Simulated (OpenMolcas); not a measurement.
**Zr2+: effect of the active space**

```
Program             : OpenMolcas
Method              : CASSCF
Basis               : ANO-R1
Scalar Hamiltonian  : X2C, finite nucleus
Spin-orbit coupling : state interaction with AMFI integrals over the reference wave functions, term energies averaged over their components
```

A. 2 electrons in 5 orbitals (4d); 2S+1 = 3 even, 10 roots; 2S+1 = 1 even, 15 roots; cost of the order of 7 core-seconds
B. 2 electrons in 6 orbitals (4d 5s); 2S+1 = 3 even, 15 roots; 2S+1 = 1 even, 21 roots kept (CI in the orbitals of an earlier block); cost about 15 core-seconds
C. 2 electrons in 10 orbitals (4d 5d); 2S+1 = 3 even, 10 roots; 2S+1 = 1 even, 15 roots kept (CI in the orbitals of an earlier block); cost about 5 core-seconds

Energies in cm⁻¹ above 4d² ³F₂, the measured ground level; measured values from Moore, Atomic Energy Levels, vol. II, NSRDS-NBS 35 (1971 reprint of NBS Circular 467, 1952); NIST levels as listed in Rynkun, Gaigalas and Jonsson, Astron. Astrophys. 637, A10 (2020).

```
  Level      A      B      C  Measured
4d² ³F₂    0.0    0.0    0.0       0.0
4d² ³F₃    574    585    574       681
4d² ³F₄   1279   1290   1280      1486
4d² ¹D₂   8300   5992   8297      5742
4d² ³P₀   9358   9374   9354      8062
4d² ³P₁   9574   9593   9569      8326
4d² ³P₂  10096  10011  10090      8838
4d² ¹G₄  12627  12664  12626     11049
4d² ¹S₀  30290  27076  30208     23979
```

Deviations, from unrounded energies. A percentage is the sum of absolute deviations over the sum of measured energies, with the sign that they share, or ± where signs differ.

| Against measurement | Levels | A | B | C |
| --- | --- | --- | --- | --- |
| mean absolute deviation (cm-1) | 8 | 1800 | 1100 | 1800 |
| fine structure of the ground term (%) | 2 | -14.5 | -13.5 | -14.5 |
| other terms of the ground configuration (%) | 6 | +21.6 | +13.2 | +21.4 |

B lies closest to measurement on these levels and A furthest from it. The largest miss of B in the table is 4d² ¹S₀, by +3100 cm-1. The ranking rests on the paired levels alone, and a cruder setting can come out closer through cancelling errors.

Among A to C the level of the table that moves most is 4d² ¹S₀, by 3200 cm-1 (lowest in B, highest in A).

Without dynamic correlation excited terms often stand tens of per cent too high (terms of higher spin than the ground term too low), and those without a measured partner can miss by more than the paired ones. Levels of configurations with an s electron are missing; early in the row they begin among the upper levels of the d shell and mix with terms of their name (holds for A). Some levels mix across a computed gap that differs much from the measured one, so their mixing is not that of the real levels (holds for A; C). Terms from blocks run as CI alone lack orbitals of their own (holds for B; C). Active for correlation alone: 5d; no level in the range computed is led by a configuration that fills it, so any true level of that kind is missing (holds for C). Measured partners are found by configuration, term and J. A level has none where our copy of the source lacks it or the pairing is in doubt (some pairs that miss far off the trend of their configuration count as doubtful), and it then counts in no deviation. Only configurations of the active space appear. The table leaves out levels that lie high or whose names do not pair safely across all columns.
